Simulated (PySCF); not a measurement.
## Core-level binding energies of (HSi)4CH26 adamantane

Compound: (HSi)4CH26 adamantane, C6H16Si4.
Cartesian coordinates in Å at the PBE0-D3(BJ)/def2-SVP level; atoms count from 1:
```xyz
26
C6H16Si4 angstrom
Si     1.3502   -1.1489    0.7004
H      2.4138   -2.0511    1.2537
C      1.4753    0.5692    1.4716
Si     0.1457    1.7286    0.8006
H      0.2637    3.0858    1.4298
C      0.3511    1.8484   -1.0718
Si     0.2084    0.1552   -1.8933
H      0.3763    0.2759   -3.3798
C      1.5348   -0.9762   -1.1697
C     -1.4859   -0.5642   -1.4761
Si    -1.7267   -0.7335    0.3883
H     -3.0787   -1.3090    0.6928
C     -0.3641   -1.8494    1.0667
C     -1.5434    0.9732    1.1731
H      2.4731    0.9942    1.2638
H      1.3815    0.4919    2.5689
H     -0.4167    2.5248   -1.4865
H      1.3326    2.2953   -1.3079
H      1.4699   -1.9718   -1.6425
H      2.5342   -0.5724   -1.4075
H     -1.5981   -1.5526   -1.9552
H     -2.2754    0.0851   -1.8932
H     -0.4531   -2.8542    0.6177
H     -0.4925   -1.9717    2.1564
H     -1.6767    0.8919    2.2662
H     -2.3408    1.6415    0.8035
```

Level of theory: PySCF 2.14.0, delta-SCF UKS SCAN, pcX-2 on the ionised atom, pcseg-1 elsewhere, spin-free X2C. Binding energies are ΔSCF values: E(core-ionised, relaxed orbitals) − E(ground state) at a fixed geometry, referred to the vacuum level.

List the computed XPS lines with their assignment.

| atom(s) | bonded to | level | binding energy (eV) | 2p1/2 (eV) | count |
| --- | --- | --- | --- | --- | --- |
| Si1/Si4/Si7/Si11 | 3 C and H | Si 2p3/2 | 105.87 | 106.49 | 4 |
| C3 (×6) | 2 H and 2 Si | C 1s | 289.29 | – | 6 |
| Si1/Si4/Si7/Si11 | 3 C and H | Si 1s | 1845.69 | – | 4 |

What is the longest wavelength that can ionise Si 1s of Si1/Si4/Si7/Si11 vertically?

λ = hc/E = 12398.42 eV Å / 1845.69 eV = 6.717 Å.

Which effective nuclear charge Zeff reproduces each element's mean 1s value in the hydrogen-like formula E = 13.606 eV × Zeff²?

C (Z = 6): mean 289.3 eV, Zeff = 4.61, Z − Zeff = 1.39; Si (Z = 14): mean 1845.7 eV, Zeff = 11.65, Z − Zeff = 2.35. Means run over the listed sites, weighted by atom count.

Atoms equivalent by their bonding share one computed value, that of the first of them. Spin–orbit coupling isn't in the SCF: each 2p doublet comes from a relaxed spin-free hole plus a matrix of the shell (mean-field spin–orbit coupling and the ground-state 2p splitting), with 2p3/2 averaged over its two sublevels. 2p1/2 minus 2p3/2 (ligand field included): Si 0.62 eV. Isolated species at its PBE0-D3(BJ)/def2-SVP geometry (one conformer only).
